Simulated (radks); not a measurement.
All-electron atom: He+ in 1s0.5 2s0.5 (fractional occupations, a model configuration). All-electron calculation, Dirac Kohn-Sham, OLYP, spin-unpolarised, spherical densities, finite nucleus; Gaussian nuclear charge, rms radius 1.6755 fm. Program: a radial shooting solver on a logarithmic mesh with Libxc functionals.

Normalised radial functions P(r) = r R(r) (large component), r in bohr:

r,1s1/2,2s1/2
0.02504,0.1403,0.0420
0.02757,0.1537,0.0460
0.03035,0.1682,0.0503
0.0334,0.1840,0.0551
0.03677,0.2011,0.0602
0.04047,0.2198,0.0658
0.04491,0.2417,0.0723
0.04943,0.2636,0.0788
0.05441,0.2872,0.0859
0.0599,0.3126,0.0934
0.06593,0.3399,0.1016
0.07258,0.3691,0.1102
0.07989,0.4003,0.1195
0.08794,0.4335,0.1293
0.0968,0.4686,0.1397
0.1066,0.5056,0.1505
0.1182,0.5478,0.1629
0.1301,0.5885,0.1747
0.1433,0.6306,0.1868
0.1577,0.6739,0.1991
0.1736,0.7181,0.2115
0.1911,0.7625,0.2238
0.2103,0.8068,0.2357
0.2315,0.8502,0.2469
0.2548,0.8919,0.2572
0.2805,0.9311,0.2661
0.3088,0.9668,0.2732
0.3426,1.0002,0.2782
0.3771,1.0250,0.2798
0.4151,1.0427,0.2779
0.457,1.0522,0.2717
0.503,1.0524,0.2608
0.5537,1.0425,0.2444
0.6095,1.0218,0.2220
0.6709,0.9900,0.1931
0.7385,0.9473,0.1573
0.8129,0.8942,0.1147
0.902,0.8264,0.0607
0.9929,0.7559,0.0041
1.093,0.6797,-0.0582
1.203,0.5995,-0.1253
1.324,0.5174,-0.1953
1.458,0.4352,-0.2661
1.605,0.3551,-0.3347
1.766,0.2807,-0.3998
1.944,0.2164,-0.4621
2.14,0.1621,-0.5175
2.356,0.1173,-0.5611
2.614,0.0790,-0.5896
2.877,0.0522,-0.5939
3.167,0.0327,-0.5764
3.486,0.0193,-0.5405
3.838,0.0107,-0.4909
4.224,0.0055,-0.4323
4.65,0.0027,-0.3689
5.119,0.0012,-0.3041
5.634,0.0005,-0.2412
6.202,0.0002,-0.1827
6.882,0.0001,-0.1274
7.575,0.0000,-0.0858
8.338,0.0000,-0.0541
9.179,0.0000,-0.0318
10.1,0.0000,-0.0173
11.12,0.0000,-0.0087

1s1/2: eigenvalue -47.711 eV, 0 radial nodes, <r> = 0.734 bohr, 90 % of the charge inside 1.31 bohr. 2s1/2: eigenvalue -8.842 eV, 1 radial node at r = 1.000 bohr, <r> = 3.30 bohr, 90 % of the charge inside 5.05 bohr.
